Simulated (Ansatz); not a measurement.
Species: sum formula GeBrF₂, charge 0, multiplicity 2. It need not be the lowest isomer of its formula. 
Geometry from a B3LYP-D3(BJ)/def2-TZVP (Ansatz, a first-principles code) optimisation:
SMILES: [F][Ge]([F])[Br]
```xyz
4

F     -1.5540    -1.3623    -0.3215
Ge    -0.7557    -0.0036     0.4192
F     -1.5510     1.3722    -0.2930
Br     1.4893     0.0007    -0.2253
```
Charge 0, spin multiplicity 2.

Basis-set convergence of Hartree-Fock and CCSD(T) correlation energies (hartree) with Ansatz. Valence correlation only, unless marked. Open shells are spin-unrestricted. Spin-orbit coupling is left out. Frozen are the shells of the preceding noble gas and the d and f shells that filled before the atom's block. No relativistic terms.

```tsv
basis	functions	E(HF)	E(corr, CCSD(T))
aug-cc-pVDZ	118	-4846.72297	-0.64460
aug-cc-pVTZ	210	-4846.92658	-0.81859
aug-cc-pVQZ	346	-4846.94867	-0.87927
```

Extrapolating the two largest sets (X = 3 and 4) as X^-3: E(corr) = (64·(-0.87927) - 27·(-0.81859))/37 = -0.9236 Eh, an estimate of the basis-set limit. The largest set recovers 95.2 % of it, the smallest 69.8 %.
